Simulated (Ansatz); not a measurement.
Computed with Ansatz on PBE0-D4/def2-TZVP structures; ΔE is electronic, products minus reactants. CBS: MP2 limit from def2 TZ/QZ plus the TZ coupled-cluster correction, frozen cores. This one scheme is used for every species. Functionals use def2-TZVPP. B3LYP here is the variant with VWN-RPA as its local correlation; programs differ in this. def2 core potentials past Kr. For Te outer-core shells are correlated without core-valence functions, which leaves a few kJ/mol of doubt a bond. One conformer a species, not always the lowest.

`[SiH3]C[Te][SiH3]` + `C=O` → `O=C[Te][SiH3]` + `C[SiH3]`  (formal exchange of groups at a Te–C bond)

`[SiH3]C[Te][SiH3]`:

```xyz
12

Si   -1.039    0.153   -1.436
C    -1.225    0.769    0.319
Te    0.643    1.509    1.115
Si    1.836   -0.677    1.072
H    -0.049   -0.955   -1.471
H    -2.338   -0.361   -1.957
H    -0.567    1.257   -2.309
H    -1.901    1.625    0.369
H    -1.598    0.005    1.002
H     2.413   -1.023   -0.251
H     0.890   -1.748    1.483
H     2.935   -0.555    2.063
```

`C=O`:

Cartesian coordinates in Å:
```
C 0.004 0.000 0.003
O -0.877 -0.008 -0.805
H 0.079 -0.770 0.798
H 0.794 0.778 0.004
```

`O=C[Te][SiH3]`:

```xyz
8

O     1.624    1.175    2.343
C     0.934    0.797    1.457
Te    1.389   -0.938    0.250
Si   -0.675   -0.645   -1.115
H    -0.012    1.288    1.152
H    -1.338    0.563   -0.551
H    -1.574   -1.818   -0.992
H    -0.349   -0.422   -2.544
```

`C[SiH3]`:

```xyz
8

C    -0.130    0.146   -0.968
Si    0.117   -0.131    0.866
H     0.815    0.403   -1.451
H    -0.836    0.961   -1.145
H    -0.523   -0.753   -1.446
H     1.080   -1.240    1.105
H    -1.171   -0.484    1.523
H     0.650    1.097    1.516
```

```tsv
level	ΔE (kJ/mol)	difference from CCSD(T)/CBS
r2SCAN-D4	-58.9	-27.9
ωB97X-V	-34.7	-3.7
PBE	-64.3	-33.3
B3LYP	-55.4	-24.4
HF/def2-TZVPP	-26.4	4.6
MP2/def2-TZVPP	-31.8	-0.8
CCSD/def2-TZVPP	-28.4	2.6
HF/def2-QZVPP	-26.3	4.7
SCS-MP2/def2-QZVPP	-28.5	2.5
HF/CBS(def2)	-26.3	4.7
CCSD(T)/CBS	-31.0	0
```

Largest T1 diagnostic among the species: 0.016.

In def2-TZVPP, CCSD(T) changes the Hartree–Fock value by −5.9 kJ/mol (the triples alone add −3.9 kJ/mol) and MP2 by −5.4 kJ/mol. The D4 term adds +10.5 kJ/mol with B3LYP and +6.0 kJ/mol with PBE0; it sums over pairs of atoms, weighted by their polarisabilities, and B3LYP, whose exchange is more repulsive, gets the larger term.

CCSD(T)/CBS has its own doubt, a few kJ/mol and more with outer-core shells, so smaller differences from it don't rank the levels.
